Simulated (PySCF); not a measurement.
In(Cl)(OMe)(NH2) (CH₅ClInNO), SMILES C[O][In]([Cl])[NH2].

Geometry: B3LYP-D3(BJ)/def2-SVP. The structure was generated by enumeration; whether it is a known compound was not checked. The def2 effective core potentials stand for the cores of In; spin–orbit coupling is left out. One conformer was computed; it need not be the lowest.

Method: B3LYP-D3(BJ)/def2-SVP (PySCF).

Frequencies are harmonic and unscaled.

```
mode  ν (cm⁻¹)  IR (km/mol)  Raman (Å⁴/amu)  depolarisation           moving atoms (share of kinetic energy)
----  --------  -----------  --------------  --------------  -----------------------------------------------
1           28          1.4             0.1            0.62                            H 76 %, O 10 %, C 9 %
2           73          2.8             2.8            0.72         C 29 %, Cl 19 %, H 18 %, In 15 %, N 14 %
3           78          0.7             0.1            0.52  H 34 %, C 17 %, In 17 %, Cl 13 %, N 11 %, O 8 %
4           98          7.3             3.6            0.75                 N 44 %, Cl 26 %, H 14 %, In 13 %
5          140         19.6             0.8            0.46                  O 39 %, In 22 %, H 20 %, N 15 %
6          223          6.7             2.2            0.26                           H 33 %, O 30 %, C 28 %
7          229         27.8             1.5            0.13                                    H 77 %, O 9 %
8          361         39.9            15.7            0.15                                 Cl 75 %, In 19 %
9          464        122.1            20.6            0.07                                   H 48 %, N 44 %
10         531         55.3            20.5            0.25                   O 66 %, In 13 %, H 11 %, C 9 %
11         614         30.2            12.9            0.36                          N 48 %, H 40 %, In 11 %
12         807         44.2             0.6            0.59                                    H 91 %, N 9 %
13        1109        226.8             9.6            0.39                                   O 50 %, C 44 %
14        1167          0.5             2.7            0.74                                   H 77 %, C 19 %
15        1183          1.0             6.8            0.09                                   H 73 %, C 19 %
16        1467          5.2            19.3            0.65                                           H 94 %
17        1471          3.7            22.5            0.74                                           H 96 %
18        1478         50.5            18.5            0.68                                    H 90 %, C 9 %
19        1522         10.4             2.7            0.47                                    H 91 %, N 8 %
20        2948        121.8           159.3            0.02                                           H 97 %
21        3004         68.2            91.9            0.69                                   H 90 %, C 10 %
22        3052         38.9           223.8            0.49                                    H 91 %, C 9 %
23        3505         14.9           184.9            0.10                                           H 96 %
24        3606         16.1           108.0            0.75                                    H 91 %, N 9 %
```
